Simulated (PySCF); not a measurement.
**Excitation energies in several basis sets**

Species: C3H8BGa.
Atom-mapped SMILES: `[BH2:1][CH2:2][GaH:3][CH:4]=[CH2:5]` (hydrogens: H6, H7 on B1; H8, H9 on C2; H10 on Ga3; H11 on C4; H12, H13 on C5)

Cartesian coordinates in Å at the PBE0-D3(BJ)/def2-SVP level; atoms count from 1:
```
atom  x, y, z in Å
B1    -1.715   -0.535   -0.955
C2    -1.093   -1.159    0.281
Ga3   -0.243    0.461    1.127
C4     1.492    1.022    0.443
C5     1.987    0.507   -0.693
H6    -1.099   -0.468   -1.999
H7    -2.806   -0.005   -0.904
H8    -1.778   -1.498    1.072
H9    -0.246   -1.844    0.123
H10   -0.977    1.145    2.333
H11    2.084    1.790    0.958
H12    2.949    0.826   -1.114
H13    1.450   -0.258   -1.266
```

TDDFT with PBE0 (PySCF), vertical singlets, core orbitals frozen in the response, spherical d and f functions. Isolated species at its PBE0-D3(BJ)/def2-SVP geometry (one conformer only). Relativistic effects, spin–orbit coupling among them, are left out although an element past zinc is present.

```
      basis  functions  diffuse  S1 (eV)  S2 (eV)  S3 (eV)  S4 (eV)  S5 (eV)  LUMO (eV)  α (au)
     6-31G*        104       no     4.58     4.91     5.29     5.48     6.28      -1.90    69.6
   def2-SVP        128       no     4.59     4.86     5.30     5.47     6.25      -2.01    71.9
  def2-SVPD        182      yes     4.58     4.84     5.28     5.46     6.20      -2.08    80.9
aug-cc-pVDZ        200      yes     4.56     4.83     5.26     5.44     6.17      -2.08    82.5
  def2-TZVP        220       no     4.56     4.84     5.29     5.47     6.20      -2.05    79.1
 def2-TZVPD        274      yes     4.55     4.83     5.28     5.46     6.18      -2.06    82.4
```

Question: Compare the sets with the largest diffuse one.

Answer: States are compared by their number. Against the largest diffuse basis here (def2-TZVPD, itself not a converged limit), sets without diffuse functions differ by up to 0.04 eV in S1 and 0.10 eV in S5; the smaller diffuse sets differ by up to 0.03 and 0.03 eV. State by state, the largest deviation of a set without diffuse functions is S1 0.04, S2 0.07, S3 0.01, S4 0.02, S5 0.10 eV. The same number needn't mean the same state in each row. Against def2-TZVPD the polarisability deviates by -16% in 6-31G*, -13% in def2-SVP, -2% in def2-SVPD, 0% in aug-cc-pVDZ, -4% in def2-TZVP.
